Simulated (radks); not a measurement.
Q: These are the eigenvalues of the occupied orbitals of an atom or ion with whole-number occupations (eV). Calculated with a radial shooting solver on a logarithmic mesh with Libxc functionals: Dirac Kohn-Sham, exchange-only PBE, spin-unpolarised, spherical densities, finite nucleus; Fermi nuclear charge, rms radius of each element as measured or else 0.836 A^(1/3) + 0.57 fm.

orbital  eigenvalue
1s1/2     -75822.52
2s1/2     -14901.47
2p1/2     -14364.30
2p3/2     -12829.29
3s1/2     -4966.432
3p1/2     -4730.615
3p3/2     -4383.786
3d3/2     -3996.784
3d5/2     -3920.686
4s1/2     -2355.639
4p1/2     -2254.174
4p3/2     -2140.810

Which element is it, and in what charge state? The configuration may be excited. Open shells, if any, fill j = l - 1/2 first.

A: Z = 76, osmium, charge +43: Os43+ in [Ar] 3d10 4s2 4p3. The list shows which subshells hold electrons but not how many an open one holds; the 1s level, -2786.4 hartree, gives Z - s = 74.7 by -(Z - s)^2/2, which with screening and relativity narrows Z to a few neighbours, and the depths of the outer levels then fix element, charge and occupations together.
